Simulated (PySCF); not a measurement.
## Excitation energy of Fe by level of theory

Fe [Ar] 3d6 4s2 (5D) → Fe [Ar] 3d7 4s1 (5F), as a difference of total energies. All numbers are calculated (PySCF 2.14, no relativity, point nucleus, in aug-cc-pVDZ). Correlated levels: valence: [Ar] frozen. The calculations carry no spin-orbit coupling.

**Question.** Order these methods by the excitation energy they give, lowest first.
A. LDA
B. MP2 (valence)
C. SCS-MP2 (valence)
D. UHF

**Answer.** A (5.5705 cm⁻¹), B (5247.4 cm⁻¹), C (6440.0 cm⁻¹), D (14786 cm⁻¹).

These non-relativistic numbers lack the scalar-relativistic shift.

Errors of the correlated levels include the incompleteness of this basis and the frozen core.

For comparison: 7056.8 cm⁻¹ (measured; NIST levels, between the centres of gravity of the two terms).
